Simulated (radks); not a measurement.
Task: The mean radii <r> (bohr) of the occupied orbitals of an atom or ion are listed with their occupations. Calculated with a radial shooting solver on a logarithmic mesh with Libxc functionals: scalar-relativistic Kohn-Sham, PBE, spin-unpolarised, spherical densities, finite nucleus; Fermi nuclear charge, rms radius of each element as measured or else 0.836 A^(1/3) + 0.57 fm.

| orbital | occ. | <r> |
|---|---|---|
| 1s | 2 | 0.09096 |
| 2s | 2 | 0.4433 |
| 2p | 6 | 0.4055 |
| 3s | 2 | 1.396 |
| 3p | 2 | 1.518 |

Name the element and its charge.

Result: Z = 17, chlorine, charge +3: Cl3+ in [Ne] 3s2 3p2. The 1s radius gives Z: for a bare nucleus <r> = (2 gamma + 1)/(2Z) with gamma = sqrt(1 - (Z/c)^2), 0.08778 bohr for Z = 17, and screening makes it slightly larger (0.09096 here). The occupations add up to 14, and the charge is Z minus that.
